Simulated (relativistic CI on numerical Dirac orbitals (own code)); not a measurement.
# d1 to d9 in one tetrahedral field

Computed with a parametric ligand-field model without spin-orbit coupling, by exact diagonalisation: B = 680, C = 3210, 10Dq = -4200 cm⁻¹ (Td; |10Dq|/B = 6.2) for every shell. Energies in cm⁻¹; the field energy is (0.6 n_e − 0.4 n_t2) × 10Dq of the ground term; g labels are left out.

| Shell | Ground term | Electrons in e | Field energy | First spin-allowed bands | Lowest term of other spin |
| --- | --- | --- | --- | --- | --- |
| d1 | 2E | 1.000 | -2520 | 2T2 4200 |  |
| d2 | 3A2 | 2.000 | -5040 | 3T2 4200, 3T1 7209 | 1E 11285 |
| d3 | 4T1 | 1.892 | -2907 | 4T2 3578, 4A2 7778 | 2E 10297 |
| d4 | 5T2 | 2.000 | -1680 | 5E 4200 | 3T1 13045 |
| d5 | ? | ? | ? | ? | ? |
| d6 | 5E | 3.000 | -2520 | 5T2 4200 | 3T1 13426 |
| d7 | 4A2 | 4.000 | -5040 | 4T2 4200, 4T1 7209 | 2E 13945 |
| d8 | 3T1 | 3.892 | -2907 | 3T2 3578, 3A2 7778 | 1T2 10738 |
| d9 | 2T2 | 4.000 | -1680 | 2E 4200 |  |

(1) Fill in the row of d5.

Answers

(1) Ground term: 6A1; Electrons in e: 2.000; Field energy: 0; First spin-allowed bands: none; Lowest term of other spin: 4T1 20534. Every shell keeps the spin of the free ion. Tetrahedral fields of 3d complexes are almost always too weak to pair spins. High-spin d^(n+5) repeats the spin-allowed bands of d^n, since the half-filled shell is spherical.
